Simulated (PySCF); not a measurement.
C4H12B2 (SMILES CB(C)B(C)C), singlet, geometry from GFN2-xTB. Base run: PySCF with PBE0/6-31G.

Input for PySCF:
```python
from pyscf import gto, scf, dft, solvent

mol = gto.Mole()
mol.atom = '''
    B     0.80564612   -0.16968537   -0.01632146
    C     1.49955906   -0.82154369   -1.28566897
    C     1.75676474    0.13164656    1.21740396
    B    -0.80522396    0.17158395    0.01727777
    C    -1.88712909   -0.92144051    0.40773431
    C    -1.36926490    1.61102199   -0.33962830
    H     1.41242975   -1.90470200   -1.18917616
    H     1.02712798   -0.56014212   -2.23017722
    H     2.56249621   -0.60181795   -1.36418544
    H     1.25563092    0.09548771    2.18233591
    H     2.63030686   -0.51583677    1.26277804
    H     2.13135461    1.14992934    1.10389501
    H    -2.80791868   -0.50189867    0.80824749
    H    -1.52369566   -1.67302749    1.10533800
    H    -2.15966836   -1.45578769   -0.50349000
    H    -0.75263298    2.16660014   -1.04293067
    H    -1.38743733    2.19562362    0.58124758
    H    -2.38968303    1.59797289   -0.71771010
'''
mol.basis = '6-31g'
mol.verbose = 4
mol.build()

mf = dft.RKS(mol)
mf.xc = 'pbe0'
mf.kernel()
mf.analyze()
```

Each row names what was changed in the base input (with any setting that the change needs).

```
change                                                          ΔE vs base (kJ/mol)  HOMO-LUMO gap (eV)
--------------------------------------------------------------  -------------------  ------------------
base                                                                           0.00                6.89
model = IEF-PCM; solvent = tetrahydrofuran; vdw_scale = 1.1                   -4.82                6.90
model = IEF-PCM; solvent = tetrahydrofuran; vdw_scale = 1.0                       ?                6.90
model = IEF-PCM; solvent = tetrahydrofuran; r_probe = 0.5                     -0.64                6.90
model = SS(V)PE; solvent = tetrahydrofuran                                    -3.06                6.90
model = IEF-PCM; solvent = 2-propanol                                             ?                6.90
model = IEF-PCM; solvent = tetrahydrofuran; lebedev_order = 41                -3.09                6.90
model = COSMO; solvent = tetrahydrofuran                                      -3.10                6.90
model = IEF-PCM; solvent = tetrahydrofuran; lebedev_order = 11                    ?                6.90
model = IEF-PCM; solvent = tetrahydrofuran; vdw_scale = 1.4                   -1.27                6.90
model = ddCOSMO; solvent = tetrahydrofuran                                    -1.54                6.91
model = C-PCM; solvent = tetrahydrofuran                                      -3.32                6.90
```

Some entries are withheld; supply them.


- model = IEF-PCM; solvent = tetrahydrofuran; vdw_scale = 1.0, ΔE vs base (kJ/mol): -7.72
- model = IEF-PCM; solvent = 2-propanol, ΔE vs base (kJ/mol): -3.53
- model = IEF-PCM; solvent = tetrahydrofuran; lebedev_order = 11, ΔE vs base (kJ/mol): -2.81

The base is the gas phase, so ΔE is the electrostatic part of solvation at a fixed geometry, without cavity and dispersion terms.
